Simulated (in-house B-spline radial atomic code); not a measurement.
Configurations of the chromium ion Cr³⁺, with energies counted from [Ar] (3d3/2)3. Computed with a radial B-spline atomic code at the basis-set limit: Dirac-Hartree-Fock, average of each configuration as written, Fermi nucleus of rms radius 3.6452 fm. Energies include first-order Breit, QED and recoil terms.

Occupations are held fixed; configurations that lie above the ionisation limit could autoionise.

```tsv
configuration	E - E(ref) (eV)	highest orbital	its <r> (bohr)
[Ar] (3d5/2)3	0.5413	3d5/2	1.096
[Ar] (3d5/2)2 (5p3/2)1	32.309	5p3/2	5.239
[Ar] (3d3/2)1 (3d5/2)1 6s1	36.857	6s1/2	7.736
[Ar] (3d3/2)1 (3d5/2)1 (7p1/2)1	41.023	7p1/2	12.46
[Ar] (3d3/2)2 (6g7/2)1	41.059	6g7/2	10.99
[Ne] 3s2 (3p1/2)1 (3p3/2)4 (3d3/2)1 (3d5/2)3	47.433	3d3/2	1.101
[Ne] 3s2 (3p1/2)1 (3p3/2)4 (3d3/2)2 (3d5/2)1 (4f5/2)1	82.95	4f5/2	4.374
```

Order these further configurations by energy, lowest first.
A. [Ar] (3d3/2)1 (3d5/2)2
B. [Ne] 3s2 (3p1/2)2 (3p3/2)3 (3d3/2)1 (3d5/2)2 (5p1/2)1
C. [Ar] (3d3/2)1 (3d5/2)1 (5f5/2)1
D. [Ar] (3d3/2)1 (3d5/2)1 (4f5/2)1
E. [Ne] 3s2 (3p1/2)2 (3p3/2)3 (3d3/2)2 (3d5/2)1 (5f7/2)1

A (0.74865 eV), D (33.722 eV), C (38.656 eV), B (79.382 eV), E (84.6 eV).

How far above the reference does [Ar] (3d3/2)1 (3d5/2)1 5s1 lie?

29.89 eV; its least bound orbital is 5s1/2 with <r> = 4.7 bohr.

How far above the reference does [Ne] 3s2 (3p1/2)2 (3p3/2)3 (3d3/2)1 (3d5/2)2 (6f5/2)1 lie?

88.431 eV; its least bound orbital is 6f5/2 with <r> = 11.79 bohr.
